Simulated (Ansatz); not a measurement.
CH$_{7}$AlGeSi (`[SiH3][CH]1[AlH][GeH2]1`), relaxed with RKS PBE0-D4/def2-TZVP in the Gaussian-basis code of Ansatz from a PBE-D4/def2-SVP geometry. The force threshold is 0.005 eV/Å; the program also tests the step.

The species carries charge 0 and has multiplicity 1.

Start:

```xyz
11

Si   -0.079    1.482    0.192
C     0.857    0.003   -0.351
Al    0.034   -0.905    1.255
Ge   -0.414   -1.449   -1.024
H    -1.133    2.149   -0.653
H    -1.018    0.721    1.255
H     0.654    2.499    1.019
H     1.870    0.113   -0.775
H     0.306   -1.154    2.805
H     0.444   -2.528   -1.734
H    -1.521   -0.931   -1.989
```

By how much does the energy fall, and how many steps does the optimiser take? (Estimate.)

Ansatz gave: 0.04 eV, in 4 steps.

Which bonds change most? (Best estimate.)

Computed: Si1–Al3 from 2.615 to 2.584 Å; Si1–C2 from 1.832 to 1.807 Å; C2–Al3 from 2.020 to 1.996 Å; Al3–Ge4 from 2.386 to 2.363 Å.

Give the relaxed structure. (Estimate.)

Computed: 
```xyz
11

Si   -0.081    1.465    0.192
C     0.846    0.009   -0.343
Al    0.037   -0.893    1.242
Ge   -0.407   -1.431   -1.015
H    -1.118    2.126   -0.647
H    -1.003    0.722    1.250
H     0.646    2.479    0.996
H     1.841    0.116   -0.762
H     0.302   -1.160    2.773
H     0.437   -2.510   -1.712
H    -1.502   -0.923   -1.974
```
